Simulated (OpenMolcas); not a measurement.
## Os4+: moving the ligands

Os4+ with 6 ligands (fluoride) in octahedral coordination (Oh) at 1.94 Å. A charge of +0.333 e stands 3.2 Å behind each ligand. Ligand basis ANO-RCC-VDZP.
```
Os    0.0000    0.0000    0.0000
F     1.9400    0.0000    0.0000
F     0.0000    1.9400    0.0000
F    -1.9400    0.0000    0.0000
F     0.0000   -1.9400    0.0000
F     0.0000    0.0000    1.9400
F     0.0000    0.0000   -1.9400
```

```
Program             : OpenMolcas 26.06
Method              : SS-CASPT2, IPEA 0.25 Eh, imaginary shift 0.1 Eh (closed shells correlated: 5s 5p and the ligand valence shells)
Basis               : ANO-RCC-VDZP [7s6p4d2f1g]
Scalar Hamiltonian  : DKH2, point nucleus
Active space        : 4 electrons in 5 orbitals (5d)
State averaging     : 2S+1 = 5 even, 5 roots; 2S+1 = 3 even, 45 roots; 2S+1 = 1 even, 50 roots
Spin-orbit coupling : RASSI with atomic mean-field integrals over the reference wave functions
```

Runs around this geometry, states (labels of O, the rotations of Oh). Energies in cm-1 above the lowest state or level, χT in cm3 K/mol; under a threefold ground state the first gap can be a small split of the lowest multiplet, not the spin-orbit step.

| R (Å) | Ground state | First state of that spin | First gap with spin-orbit (degeneracies) | χT at 300 K | First state of another spin |
| --- | --- | --- | --- | --- | --- |
| 1.82 | 3T1 | 3E 39700 | 3940 (1, 3) | 0.185 | 1T2 7170 |
| 1.94 | 3T1 | 3E 29930 | 4280 (1, 3) | 0.167 | 1T2 7210 |
| 2 | 3T1 | 3E 26170 | 4450 (1, 3) | 0.158 | 1T2 7150 |

Taking the first state of the same spin as R^-n, n = -ln(26170 / 39700) / ln(2 / 1.82) = 4.4 between the shortest and longest distance.

Roots that are degenerate in the reference are averaged as groups; the widest CASPT2 spread within a group is 820 cm-1 (the 3-fold group of multiplicity 1 near 144000 cm-1 above the lowest state of its run, R = 1.82). Shifts and gaps below about the spread of the groups concerned are not significant. Over all roots computed the reference weight is 0.69 to 0.72 in R = 1.82, 0.69 to 0.71 in R = 1.94, 0.68 to 0.70 in R = 2; a low but even weight reflects the number of correlated electrons. Ligand-to-metal charge-transfer states are missing. With no ligand orbital active B as a rule stays too high, so bands that hang on it stand too high and its fall with covalency is understated. With one d shell and no ligand orbital active, 10Dq can be off by a tenth or more. The least metal-like active orbital is 71 % on the metal (Löwdin) and no ligand orbital is active, so the numbers are rough (holds for R = 1.82). The least metal-like active orbital is 74 % on the metal (Löwdin) and no ligand orbital is active, so the numbers are rough (holds for R = 1.94). This shell can be high or low spin here, a state of another spin lies low, and with metal d orbitals alone active their balance is uncertain, so the ground spin may be wrong, although the usual error favours high spin (holds for R = 2). The least metal-like active orbital is 75 % on the metal (Löwdin) and no ligand orbital is active, so the numbers are rough (holds for R = 2). No measured value stands beside these numbers; the geometry was imposed, not optimised, and the real ion may take another.
